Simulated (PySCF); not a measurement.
**MCs for M along the third period**

CCSD(T) with double-zeta basis sets in PySCF, for the lowest determinant that a PBE0 search found; no spin–orbit coupling. De refers to high-spin ground-configuration atoms.

```
 M      basis  reference, frozen orbitals  state (unpaired electrons)  Re (Å)  ωe (cm⁻¹)  De (eV)
Na   def2-SVP                      RHF, 1      singlet (closed shell)   3.969       93.1     0.54
Mg   def2-SVP                     ROHF, 1               doublet (σ ↑)   4.662       39.7     0.07
Al   def2-SVP                      UHF, 5          triplet (σ ↑, π ↑)   3.784        106     0.35
Si   def2-SVP                      UHF, 5         quartet (σ ↑, π ↑↑)   3.396        166     1.32
 P  def2-SVPD                      UHF, 5              triplet (π ↑↑)   3.409        156     0.75
 S  def2-SVPD                      UHF, 5               doublet (π ↑)   3.216        185     2.40
Cl  def2-SVPD                      RHF, 5      singlet (closed shell)   3.054        199     4.19
```

The shortest bond is that of CsCl (3.054 Å), the longest that of CsMg (4.662 Å). CsCl is bound most strongly (4.19 eV) and CsMg least (0.07 eV).

The rows differ in basis set, which adds steps of its own.

The state changes along the series, so neighbouring rows are not always alike in their bonding.

Correlated steps freeze the inner cores (1 to 5 orbitals); shallow outer-core shells are correlated. UHF and ROHF references stand side by side, which adds small steps between rows. Weak bonds: CsAl, CsMg. Basis-set superposition, not corrected here, can be much of De in a small basis, most of all at correlated wavefunction levels. These are scalar-relativistic numbers at best; spin–orbit coupling would shift them, the dissociation energy most. Where the molecule has an RHF reference, its open-shell atoms are computed with UHF. States were picked by a PBE0 search and need not be the measured ground states.
